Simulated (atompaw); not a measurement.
**Scattering properties, PAW (atompaw) potential for Rb**

Rb, PAW, made with atompaw 4.2.0.5 (PBE, scalar-relativistic). Core [Ar] 3d10, reference 4s2 4p6 5s1 5p0. Waves: 4s (bound); 5s (bound); 4p (bound); 5p (bound, empty); 4d channel at 0.25 Ry; 4d channel at 1.65 Ry; 4f channel at 0.05 Ry; 4f channel at 2.7 Ry. Local part: vpsmatchnc scheme with l = 4 at 1 Ry, radius 2.25 bohr. Core correction: smooth core density matched at 2.20 bohr. Augmentation charge: sinc compensation charge, radius 2.45 bohr; PAW radius 3.00 bohr; waves and projectors: bloechl.

The phase is arctan(r·u′/u) with u = r·R(r), unwrapped; energies in Ry, scanned from -4 to 5 Ry. A pole is an energy at which the radial function vanishes at the test radius. The pseudo phase is shifted by a multiple of π to meet the all-electron one at the reference energy, and phase errors are pseudo minus all-electron; the curves can meet again beyond the range given. Levels narrower than the energy grid can be missing from the lists of poles.

| channel | radius (bohr) | reference energy (Ry) | poles, all-electron | poles, pseudo | unbroken range about the reference energy with phases within 0.05 rad | phase error 1 Ry above the reference energy (rad) |
| --- | --- | --- | --- | --- | --- | --- |
| s | 3.02 | -0.16 | -2.27, 2.78 | -2.27, 1.66, 4.36 | below 0.4 | -0.087 |
| p | 3.02 | -0.06 | -0.97, 3.80 | -0.97, 3.38 | below 3.7 | -0.012 |
| d | 3.02 | 0.25 | 1.02 | 1.02 | the whole range | -0.000 |
| f | 3.02 | 0.05 | 2.94 | 2.94, 4.13 | below 3.5 | -0.004 |

Phases in the p channel:

```json
{"E (Ry)": "-4.00", "all-electron": "1.392", "pseudo": "1.391"}
{"E (Ry)": "-3.76", "all-electron": "1.385", "pseudo": "1.384"}
{"E (Ry)": "-3.52", "all-electron": "1.377", "pseudo": "1.376"}
{"E (Ry)": "-3.28", "all-electron": "1.367", "pseudo": "1.367"}
{"E (Ry)": "-3.04", "all-electron": "1.356", "pseudo": "1.356"}
{"E (Ry)": "-2.80", "all-electron": "1.343", "pseudo": "1.343"}
{"E (Ry)": "-2.56", "all-electron": "1.326", "pseudo": "1.325"}
{"E (Ry)": "-2.32", "all-electron": "1.303", "pseudo": "1.303"}
{"E (Ry)": "-2.08", "all-electron": "1.270", "pseudo": "1.270"}
{"E (Ry)": "-1.84", "all-electron": "1.214", "pseudo": "1.214"}
{"E (Ry)": "-1.60", "all-electron": "1.087", "pseudo": "1.086"}
{"E (Ry)": "-1.36", "all-electron": "0.406", "pseudo": "0.406"}
{"E (Ry)": "-1.12", "all-electron": "-1.375", "pseudo": "-1.375"}
{"E (Ry)": "-0.88", "all-electron": "-1.633", "pseudo": "-1.633"}
{"E (Ry)": "-0.64", "all-electron": "-1.725", "pseudo": "-1.725"}
{"E (Ry)": "-0.40", "all-electron": "-1.786", "pseudo": "-1.786"}
{"E (Ry)": "-0.16", "all-electron": "-1.841", "pseudo": "-1.841"}
{"E (Ry)": "0.08", "all-electron": "-1.903", "pseudo": "-1.903"}
{"E (Ry)": "0.32", "all-electron": "-1.982", "pseudo": "-1.982"}
{"E (Ry)": "0.56", "all-electron": "-2.099", "pseudo": "-2.100"}
{"E (Ry)": "0.80", "all-electron": "-2.295", "pseudo": "-2.300"}
{"E (Ry)": "1.04", "all-electron": "-2.663", "pseudo": "-2.682"}
{"E (Ry)": "1.28", "all-electron": "-3.287", "pseudo": "-3.332"}
{"E (Ry)": "1.52", "all-electron": "-3.869", "pseudo": "-3.915"}
{"E (Ry)": "1.76", "all-electron": "-4.193", "pseudo": "-4.229"}
{"E (Ry)": "2.00", "all-electron": "-4.366", "pseudo": "-4.396"}
{"E (Ry)": "2.24", "all-electron": "-4.469", "pseudo": "-4.497"}
{"E (Ry)": "2.48", "all-electron": "-4.538", "pseudo": "-4.565"}
{"E (Ry)": "2.72", "all-electron": "-4.587", "pseudo": "-4.615"}
{"E (Ry)": "2.96", "all-electron": "-4.624", "pseudo": "-4.655"}
{"E (Ry)": "3.20", "all-electron": "-4.654", "pseudo": "-4.689"}
{"E (Ry)": "3.44", "all-electron": "-4.680", "pseudo": "-4.720"}
{"E (Ry)": "3.68", "all-electron": "-4.702", "pseudo": "-4.750"}
{"E (Ry)": "3.92", "all-electron": "-4.722", "pseudo": "-4.782"}
{"E (Ry)": "4.16", "all-electron": "-4.741", "pseudo": "-4.819"}
{"E (Ry)": "4.40", "all-electron": "-4.760", "pseudo": "-4.867"}
{"E (Ry)": "4.64", "all-electron": "-4.778", "pseudo": "-4.937"}
{"E (Ry)": "4.88", "all-electron": "-4.798", "pseudo": "-5.063"}
```
